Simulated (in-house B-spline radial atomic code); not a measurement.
Results of a calculation; reference values are marked as such.
## Work function and surface energy of Li in the jellium model

The positive ions are smeared into a uniform slab; the electrons are solved self-consistently in the LDA (PW92) on a fine grid across the film. Stabilised jellium adds, inside the slab, the constant potential −n de/dn that makes the bulk stable at the metal's density. No lattice, so no dependence on crystal face. Atomic units unless named. The numbers below are for plain jellium.

Li: 1 valence electron per atom, density 0.534 g/cm³, mass 6.94 u, so r_s = 3.26 bohr. Thick-film values are averages over eight films of 5 to 5.44 Fermi wavelengths, one period of the size oscillation.

Across the edge of the background of the film of 5 Fermi wavelengths (z = 0, vacuum at z > 0):

```csv
z (bohr),n/n_bulk,V − E_F (hartree)
-10.67,0.9901,-0.1732
-8.0,1.014,-0.1737
-5.34,0.9785,-0.1726
-3.74,1.047,-0.1747
-2.13,0.991,-0.1766
-1.07,0.7457,-0.1607
0.0,0.4194,-0.1044
1.07,0.1828,-0.03547
2.13,0.06886,0.01026
3.74,0.01322,0.05474
5.34,0.002304,0.08117
8.0,0.000115,0.1036
```

**Question.** The electrons that spill out make a dipole barrier Δφ = 1.723 eV. Assemble the work function.

**Answer.** k_F = 1.91916/3.26 = 0.5887, so k_F²/2 = 4.715 eV, and the LDA gives v_xc = -6.226 eV in the bulk. Measured from the bulk electrostatic potential the Fermi level lies at 4.715 + (-6.226) = -1.511 eV, so Φ = Δφ − that = 1.723 − (-1.511) = 3.23 eV; the films' Fermi levels give 3.23 eV. Measurement gives 2.9 eV (table in Wikipedia's article on work functions); the other model gives 3.37 eV.

**Question.** Budd and Vannimenus showed that in jellium φ(edge) − φ(bulk) = n de/dn, with e the bulk energy per electron. Check it, given ε_xc = -0.17597 and v_xc = -0.22880 hartree.

**Answer.** For the kinetic part e = 3k_F²/10 ∝ n^(2/3), so n de/dn = k_F²/5 = 0.06931. For exchange and correlation n dε/dn = v_xc − ε_xc = -0.05283. The sum is 0.01649 hartree, and the films give 0.01645.

**Question.** The surface energy has the parts (J/m²): kinetic -0.45, exchange-correlation 0.562, electrostatic 0.109. What is the total, and what does its sign mean?

**Answer.** The sum is 0.221 J/m². The kinetic part is negative since spilling out relaxes the electrons, while exchange-correlation and electrostatics cost energy. A positive total means that making surface costs energy; the other model gives 0.306 J/m².

**Question.** What barrier would the Schottky-Mott rule give for electrons at a contact to n-type Si, whose electron affinity is 4.05 eV (NSM archive of the Ioffe Institute)?

**Answer.** Φ_B = Φ − χ is 3.23 − 4.05 = -0.82 eV with the model's value and 2.90 − 4.05 = -1.15 eV with the measured one (the middle, for a range); a negative value would mean an ohmic contact. Real barriers on covalent semiconductors follow the metal only weakly, since states induced in the gap pin the Fermi level.
